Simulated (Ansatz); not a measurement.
Calculated with Ansatz (gas phase, PBE0-D4/def2-TZVP geometries, no zero-point term in ΔE). CBS: MP2 limit from def2 TZ/QZ plus the TZ coupled-cluster correction, frozen cores. This one scheme is used for every species. DFT in def2-TZVPP. B3LYP here is the variant with VWN-RPA as its local correlation; programs differ in this. Elements past krypton have def2 core potentials. For Nb outer-core shells are correlated without core-valence functions, which leaves a few kJ/mol of doubt a bond. Each species was taken in one conformer, which may not be the lowest.

Consider the formal exchange of groups at the Nb–F bond: `[OH][Nb]([OH])([F])=[S]` + CH₄ → `[CH3][Nb]([OH])([OH])=[S]` + H–F.

`[OH][Nb]([OH])([F])=[S]`:

```xyz
7

O    -0.196    1.055   -1.352
Nb   -0.338   -0.046    0.160
O     1.152    0.249    1.261
F    -1.904    0.350    1.090
S    -0.361   -2.096   -0.460
H    -0.175    0.841   -2.287
H     1.822   -0.353    1.587
```

CH₄:

Z-matrix (Å, degrees):
```
C
H 1 1.090
H 1 1.090 2 109.5
H 1 1.090 2 109.5 3 -120.0
H 1 1.090 2 109.5 3 120.0
```

`[CH3][Nb]([OH])([OH])=[S]`:

```xyz
10

C    -0.228   -1.175   -0.972
Nb    0.176    0.495    0.306
O    -1.401    1.519    0.382
O     0.677   -0.206    1.979
S     1.783    1.553   -0.643
H    -0.520   -0.838   -1.971
H     0.655   -1.813   -1.069
H    -1.047   -1.761   -0.539
H    -1.601    2.403    0.070
H     1.507   -0.177    2.457
```

H–F:

```xyz
2

F     0.216    0.158   -0.374
H    -0.216   -0.158    0.374
```

(1) Is it downhill or uphill in electronic energy at CCSD(T)/CBS, and by how much? (An estimate is asked.)

(2) What do these levels give: LDA (SPW92), B97M-V, ωB97X-V, r2SCAN, B3LYP, BHLYP, CAM-B3LYP, LC-ωPBE, CCSD(T)/def2-TZVPP, HF/def2-QZVPP, SCS-MP2/def2-QZVPP, MP2/CBS(def2)? (Estimate.)

Largest T1 diagnostic among the species: 0.023, so the coupled-cluster value is less sure than usual.

Results:

(1) Computed: Uphill: ΔE = +40.4 kcal/mol.

(2) Ansatz gave: LDA (SPW92) 43.5, B97M-V 47.3, ωB97X-V 45.4, r2SCAN 46.5, B3LYP 46.6, BHLYP 45.9, CAM-B3LYP 47.2, LC-ωPBE 46.3, CCSD(T)/def2-TZVPP 41.3, HF/def2-QZVPP 46.2, SCS-MP2/def2-QZVPP 41.8, MP2/CBS(def2) 40.0 kcal/mol.

The D4 term adds −1.6 kcal/mol with B3LYP and −0.9 kcal/mol with PBE0; it sums over pairs of atoms, weighted by their polarisabilities, and B3LYP, whose exchange is more repulsive, gets the larger term. Leaving LDA and LC-ωPBE aside and taking each functional with its dispersion term where it has one, the values, not all of them listed here, spread over 5.0 kcal/mol, from PBE-QIDH to B97M-V. LDA lies −1.7 kcal/mol from PBE without D4.
